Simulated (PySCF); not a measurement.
Beryllium: a sound run and one with changed settings

Sound run: Be⁺ [He] 2s1, Be²⁺ 1s2. Computed with PySCF 2.14 in cc-pVDZ (3s2p1d, 14 functions), with the non-relativistic Hamiltonian (point nucleus). The sound run starts from symmetry-adapted Hartree-Fock orbitals and uses a fine grid where one is needed.

A second run was set up differently.

```
species  method  sound run (hartree)  changed run (hartree)  converged
    Be⁺     UHF            -14.27544              -14.27544        yes
    Be⁺    BP86            -14.32093              -14.32112        yes
    Be⁺  M06-2X            -14.33003              -14.33122        yes
   Be²⁺     UHF            -13.61079              -13.61079        yes
   Be²⁺    BP86            -13.64773              -13.64773        yes
   Be²⁺  M06-2X            -13.65816              -13.65816        yes
```

Ionisation energy of Be⁺:

```
method  sound run (eV)  changed run (eV)
   UHF          18.086            18.086
  BP86          18.319            18.324
M06-2X          18.282            18.315
```

What was changed?
A. radial grid too coarse
B. basis contracted for another Hamiltonian
C. too few SCF iterations
D. all electrons correlated in a valence basis

A. It used radial step 0.3 in ln r (0.13 in the sound run). A coarse radial grid mis-integrates the density and the exchange-correlation energy, with errors of either sign; Hartree-Fock needs no grid.
